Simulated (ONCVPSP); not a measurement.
# Building the ONCV potential for beryllium (PBE, scalar-relativistic).

ONCVPSP 4.0.1 input, shortened (lines: element, Z, core and valence counts, functional; n l f; lmax; l rc ep ncon nbas qcut; lloc lpopt rc5 dvloc0; l nproj debl; icmod fcfact rcfact), PBE, scalar-relativistic:

```
  Be 4.00    0    2        4      upf
    1    0    2.00
    2    0    2.00
    2
    0    0.90    0.00    4    9   12.70
    1    0.75    0.03    4    8   10.10
    2    0.75    0.32    5    8   11.90
    1    5    0.75    0.00
    0    2    2.10
    1    0    1.80
    2    3    2.20
    0    0.00    0.00
```

Poles of the logarithmic derivatives, all-electron (AE) and pseudo (PS). s: poles at -3.2 (AE) and -3.2 (PS) Ha. p: poles at no energy (AE) and no energy (PS) Ha. d: poles at no energy (AE) and no energy (PS) Ha. Test radii: s 0.91, p 0.76, d 0.76 bohr.

* Cutoffs needed: 64 Ha and 74 Ha (the cutoffs (Ha) at which the residual kinetic energy of the hardest occupied pseudo-wave falls to 1 and 0.1 mHa per electron)
* Ghost test: no bound ghost flagged; GHOST(+) flagged for d at 273.2 eV
* Largest excitation error: +5.3 meV (all-electron minus pseudo) for 1s2 2s0 2p1, out of 4 test configurations
